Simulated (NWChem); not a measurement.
**Correlation energy of NS**

```xyz
2

N      0.0000     0.0000     1.0445
S      0.0000     0.0000    -0.4570
```
Charge 0, spin multiplicity 2.

Program: NWChem. The geometry was optimised at UPBE0/def2-SVP, a minimum by its harmonic frequencies.

Basis set: 6-31G*. Each correlation energy counts from its own Hartree-Fock reference.

```json
[
 {"method": "UMP2", "correlation energy (mHa)": "-230.4", "remark": "spin-contaminated"},
 {"method": "SCS-UMP2", "correlation energy (mHa)": "-222.0", "remark": "spin-contaminated"},
 {"method": "CCSD on UHF", "correlation energy (mHa)": "-276.3", "remark": "spin-contaminated"},
 {"method": "CCSD[T] on UHF", "correlation energy (mHa)": "-291.2", "remark": "spin-contaminated"},
 {"method": "CCSD(T) on UHF", "correlation energy (mHa)": "-288.2", "remark": "spin-contaminated"},
 {"method": "CCSD on ROHF", "correlation energy (mHa)": "-293.1", "remark": "-"},
 {"method": "CCSD[T] on ROHF", "correlation energy (mHa)": "-308.7", "remark": "-"},
 {"method": "CCSD(T) on ROHF", "correlation energy (mHa)": "-306.9", "remark": "-"},
 {"method": "CCSDT on ROHF", "correlation energy (mHa)": "-307.1", "remark": "-"}
]
```

The values span 86.7 mHa, from CCSD[T] on ROHF (lowest) to SCS-UMP2 (highest). 

The correlated methods keep 6 core orbitals frozen. The Pople sets run with spherical d functions. The structure started from a generated list of species. The unpaired electrons of the parent sit in orbitals of symmetry b2 (C2v labels of the run); other states weren't searched. The stability of the SCF solutions was not checked. Open-shell Hartree-Fock references start from PBE0 orbitals. Coupled-cluster values serve here as a point of comparison, not as the truth.
